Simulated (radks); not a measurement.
The numbers below are computed, except where a source is named.
Species: He II. Configuration: 2s1 (not the ground configuration). Code: a radial shooting solver on a logarithmic mesh with Libxc functionals. Model: scalar-relativistic Kohn-Sham, PBE, spin-polarised, spherical densities, point nucleus; open shells are filled with parallel spins first. Some entries of the table are withheld. Estimate them.

orbital,occ.,eigenvalue (Ry),<r> (bohr),r(max) (bohr)
1s up,0,(1),0.7062,0.4665
2s up,1,(2),2.907,(3)
2p up,0,-0.76631,2.594,2.161

Answer. 
(1) 1s up eigenvalue (Ry): -3.92904
(2) 2s up eigenvalue (Ry): -0.82451
(3) 2s up r(max) (bohr): 2.543
